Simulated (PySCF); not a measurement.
Mapped SMILES: `[CH3:1]/[CH:2]=[C:3](\[O:4][SiH3:5])[C:6]([CH3:7])([CH3:8])[SiH3:9]` (H(Xn): hydrogen on atom n).

Level of theory: GFN2-xTB structure, shieldings: GIAO PBE0/pcSseg-1, in PySCF 2.14 (single conformer, one averaged value for each set of equivalent atoms, isolated molecule, relativity neglected).

Chemical shifts δ = σref − σ; TMS for ¹³C (186.93 ppm) and ¹H (31.72 ppm) and ²⁹Si (349.16 ppm); ¹⁷O (336.08 ppm) against H2O, all at this level.

```json
{"atoms": "C3", "nucleus": "¹³C", "count": "1", "Hirshfeld charge": "0.07", "δ (ppm)": "169.5"}
{"atoms": "C7/C8", "nucleus": "¹³C", "count": "2", "Hirshfeld charge": "-0.12", "δ (ppm)": "?"}
{"atoms": "C2", "nucleus": "¹³C", "count": "1", "Hirshfeld charge": "-0.08", "δ (ppm)": "102.5"}
{"atoms": "H(C2)", "nucleus": "¹H", "count": "1", "Hirshfeld charge": "0.04", "δ (ppm)": "4.67"}
{"atoms": "O4", "nucleus": "¹⁷O", "count": "1", "Hirshfeld charge": "-0.18", "δ (ppm)": "?"}
{"atoms": "Si9", "nucleus": "²⁹Si", "count": "1", "Hirshfeld charge": "0.29", "δ (ppm)": "-51.5"}
{"atoms": "H(Si5)", "nucleus": "¹H", "count": "3", "Hirshfeld charge": "-0.08", "δ (ppm)": "5.15"}
{"atoms": "C1", "nucleus": "¹³C", "count": "1", "Hirshfeld charge": "-0.12", "δ (ppm)": "?"}
{"atoms": "Si5", "nucleus": "²⁹Si", "count": "1", "Hirshfeld charge": "0.39", "δ (ppm)": "-38.6"}
{"atoms": "H(C7)/H(C8)", "nucleus": "¹H", "count": "6", "Hirshfeld charge": "0.04", "δ (ppm)": "1.22"}
{"atoms": "H(Si9)", "nucleus": "¹H", "count": "3", "Hirshfeld charge": "-0.08", "δ (ppm)": "?"}
{"atoms": "H(C1)", "nucleus": "¹H", "count": "3", "Hirshfeld charge": "0.04", "δ (ppm)": "1.82"}
{"atoms": "C6", "nucleus": "¹³C", "count": "1", "Hirshfeld charge": "-0.06", "δ (ppm)": "33.2"}
```

Complete the table.

Results:


- C7/C8: 27.1 ppm, methyl carbon; aliphatic region, no heteroatom directly attached
- C1: 14.5 ppm, allylic methyl carbon; saturated and bonded to C and H only
- H(Si9): 3.85 ppm, hydrogen on a silicon bonded to C
- O4: 89.1 ppm, oxygen bonded to C, Si

Shifts are as computed. Against solution values, carbons near 30 ppm lie about +3 ppm off and those near 130 ppm about +5 ppm. Of 1211 compounds with measured shifts, 218 miss one by over three times the rms of a fit or turn the order of signals round; such compounds aren't used in these exercises. Experimental scales use liquid or dissolved standards, which lie at an offset from isolated H2O (liquid H2O: subtract about 36 ppm).
